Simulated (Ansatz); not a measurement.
Program: Ansatz. Geometries: PBE0-D4/def2-TZVP. ΔE: electronic, gas phase. CCSD(T)/CBS is the MP2 limit (def2-TZVPP, def2-QZVPP) plus CCSD(T) − MP2 in def2-TZVPP, frozen cores. Functionals use def2-TZVPP. HSE06 is defined as in plane-wave codes. For Ge outer-core shells are correlated without core-valence functions, which leaves a few kJ/mol of doubt a bond. Scalar relativity is left out up to krypton. One conformer a species, not always the lowest.

Consider the formal exchange of groups at the Si–O bond: `[SiH3][O][GeH3]` + `NC1O[SiH2]1` → `N[C@H]1O[Si@@H]1[SiH3]` + `[OH][GeH3]`.

Question: Is it downhill or uphill in electronic energy at CCSD(T)/CBS, and by how much? (An estimate is asked.)

Answer: Ansatz gave: Uphill: ΔE = +23.7 kcal/mol.

Question: What do these levels give: PBE-D4, HSE06-D4, MP2/def2-SVP, CCSD/def2-SVP, SCS-MP2/def2-TZVPP, CCSD(T)/def2-TZVPP? (An estimate is asked.)

Answer: The calculation gave: PBE-D4 16.8, HSE06-D4 19.1, MP2/def2-SVP 24.8, CCSD/def2-SVP 23.8, SCS-MP2/def2-TZVPP 26.8, CCSD(T)/def2-TZVPP 23.7 kcal/mol.

Largest T1 diagnostic among the species: 0.015.

From PBE to PBE0 (25 % exact exchange), in def2-TZVPP and without D4, ΔE moves by +2.4 kcal/mol. In def2-TZVPP, CCSD(T) changes the Hartree–Fock value by −6.7 kcal/mol (the triples alone add −1.0 kcal/mol) and MP2 by −4.9 kcal/mol. Leaving LDA and LC-ωPBE aside and taking each functional with its dispersion term where it has one, the values, not all of them listed here, spread over 9.5 kcal/mol, from PBE-D4 to BHLYP-D4.
